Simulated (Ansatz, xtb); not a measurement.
**Ranking isomers of C5H3NS**

5 gas-phase structures of C5H3NS, from a drawn sample of its isomers (lower ones may exist). Each was relaxed with GFN2-xTB:

A. `C#Cc1cnsc1`, a singlet
B. `C#Cc1cncs1`, a singlet
C. `C#Cc1cscn1`, a singlet
D. `CC#CC(=S)C#N`, a singlet
E. `CC(=S)C#CC#N`, a singlet

Problem. Which do you expect lowest at r2SCAN-D4/def2-SVP, and how would the others follow?

Solution. Calculated order at r2SCAN-D4/def2-SVP: B (0.0), C (1.8), A (6.2), E (16.1), D (20.2) kcal/mol.

Energies above the lowest of each column, in kcal/mol; the last columns are at B3LYP/def2-SVP geometries and were run for some of them only (a dash: not run or not comparable):

```
structure  GFN2-xTB  HF/STO-3G  r2SCAN-D4/def2-SVP  B3LYP/def2-SVP  CCSD(T)/def2-SVP + ΔMP2/def2-TZVPP
        B       0.0        0.0                 0.0             0.0                                 0.0
        C       1.4        0.8                 1.8             1.4                                 0.4
        A       3.2        5.0                 6.2             5.4                                 1.7
        E      28.3       21.0                16.1            11.1                                14.2
        D      29.4       20.4                20.2               –                                   –
```

Every level run on B puts it lowest or level with the lowest. Frequencies (GFN2-xTB) were run for A, B, C, E alone. The ΔMP2 step shifts differences by up to 9.6 kcal/mol, which makes them less sure. ΔMP2 is the change of the MP2 energy from the smaller to the larger basis.

Over these structures GFN2-xTB departs from r2SCAN-D4/def2-SVP by 5.7 kcal/mol on average once a common shift is removed. A GFN2-xTB relaxation took about 0.088 s and the r2SCAN-D4/def2-SVP energy about 2.7 s on a shared host (Ansatz 0.2.0, xtb 6.7.1).
